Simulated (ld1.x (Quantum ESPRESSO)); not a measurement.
# Ranking TM potentials for carbon

All share these settings but for the change named:

```
Element                 : carbon (C)
Generator               : ld1.x (Quantum ESPRESSO) 7.5
Type                    : norm-conserving Troullier–Martins (Kleinman–Bylander form)
Functional              : BP86
Relativity              : non-relativistic
Frozen core             : [He]
Valence charge          : 4
Reference configuration : 2s2 2p2
Partial waves           : 2p (bound): rc 1.60 bohr; 3d channel at 0.45 Ry: rc 1.50 bohr; 2s (bound): rc 1.25 bohr
Local potential         : the s channel
Core correction         : none
```

Cutoff: the first of the cutoffs (Ry, on a coarse ladder) from which the occupation-weighted sum of valence levels, in a spherical-Bessel basis at the reference potential, stays within 10 and 1 mRy of its value at 400 Ry; the density cutoff is not measured.

The base gives 40 Ry.

Of 8 variants that were run, those that failed, showed a ghost or another fault, or gave nearly equal values are left out.

A variant can come out equal or close to the base.

Problem. Rank these variants from softest to hardest (loose cutoff).
A. all radii scaled by about 0.77 (s 0.96, p 1.22, d 1.16 bohr)
B. all radii scaled by about 1.07 (s 1.34, p 1.72, d 1.60 bohr)
C. all radii scaled by about 0.90 (s 1.12, p 1.44, d 1.36 bohr)
D. all radii scaled by about 1.24 (s 1.56, p 1.98, d 1.86 bohr)
E. all radii scaled by about 1.37 (s 1.72, p 2.20, d 2.06 bohr)

Solution. E (25 Ry), D (30 Ry), B (35 Ry), C (45 Ry), A (60 Ry).
